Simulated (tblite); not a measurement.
Compound: C5H6N4S.
Geometry (GFN2-xTB, Å), atoms numbered from 1 in this order:
```
atom  x, y, z in Å
C1    -3.0993    0.1542    0.4156
S2    -1.6979    0.9833   -0.3769
C3    -0.4478   -0.0935    0.1360
N4    -0.5956   -1.1675    0.8811
N5     0.5992   -1.7142    1.0479
C6     1.4839   -0.9833    0.4093
C7     2.8644   -1.2154    0.3353
N8     3.9968   -1.3760    0.2556
N9     0.8592    0.0809   -0.2000
C10    1.4240    1.1303   -0.9968
H11   -3.9827    0.7350    0.1713
H12   -3.1766   -0.8550    0.0254
H13   -2.9332    0.1307    1.4873
H14    0.9789    1.1204   -1.9938
H15    2.4999    0.9811   -1.0739
H16    1.2192    2.0981   -0.5347
```

Calculated harmonic vibrations of the isolated species, GFN2-xTB (tblite), most abundant isotopes, no scaling. Against measured fundamentals such values can be off by several per cent, at times by over 20. One conformer, not necessarily the lowest.

Harmonic wavenumbers (cm⁻¹): 40.0, 64.8, 73.5, 103.6, 110.0, 156.3, 219.7, 225.6, 260.8, 373.6, 446.8, 479.0, 548.5, 643.7, 652.5, 674.7, 738.4, 747.1, 957.3, 963.4, 976.7, 1103.6, 1107.4, 1187.0, 1200.5, 1316.6, 1328.9, 1395.7, 1410.8, 1422.9, 1430.3, 1435.2, 1445.6, 1462.4, 1491.7, 2372.2, 2987.8, 3002.4, 3035.6, 3049.1, 3056.7, 3067.6.

A = 3061, B = 726.9, C = 591.8 MHz; mass 154.031 u (most abundant isotopes); point group Cs, symmetry number 1.

**Question.** Zero-point energy?

**Answer.** Half the sum of the wavenumbers: 24383 cm⁻¹ = 69.72 kcal/mol.

**Question.** Give the ideal-gas entropy at 350 K and 1 bar in the rigid-rotor, harmonic-oscillator model (classical rotation).

**Answer.** Translation 41.83, rotation 30.36, vibration 38.95: S = 111.1 cal/(mol K).

**Question.** And Cp and H(350 K) − H(0)?

**Answer.** Cp = 41.94 cal/(mol K), of which vibrations give 33.99 (their classical limit is 42 R = 83.5); H(350 K) − H(0) = 9.43 kcal/mol without the zero-point energy, 6.64 from vibrations.

**Question.** What must be added to the electronic energy to get the Gibbs energy at 350 K and 1 bar?

**Answer.** ZPE + [H(350 K) − H(0)] − T·S = 69.72 + 9.43 − 38.90 = 40.25 kcal/mol.

**Question.** How do the functions run with temperature in this model?

**Answer.** 
```tsv
T (K)	S (cal/(mol K))	Cp (cal/(mol K))	H − H(0) (kcal/mol)	G − H(0) (kcal/mol)	ln q(vib)
50	61.3	15.3	0.55	-2.52	0.79
100	73.9	21.2	1.48	-5.92	2.46
298.15	104.8	37.8	7.36	-23.87	8.61
373.15	113.9	43.7	10.42	-32.08	10.68
500	127.9	52.4	16.53	-47.43	13.98
750	151.6	64.4	31.25	-82.47	19.96
1000	171.3	72.0	48.37	-122.91	25.33
```

q(vib) and H(0) count from the zero-point level.

**Question.** Which modes carry the vibrational entropy at 350 K?

**Answer.** 40.0 cm⁻¹: 5.58; 64.8 cm⁻¹: 4.62; 73.5 cm⁻¹: 4.37; 103.6 cm⁻¹: 3.70; 110.0 cm⁻¹: 3.58; 156.3 cm⁻¹: 2.90 cal/(mol K); the other 36 give 14.20 together.

Hindered rotation and anharmonicity are outside this model. Other conformers, if any are populated, would add a mixing term that is left out.
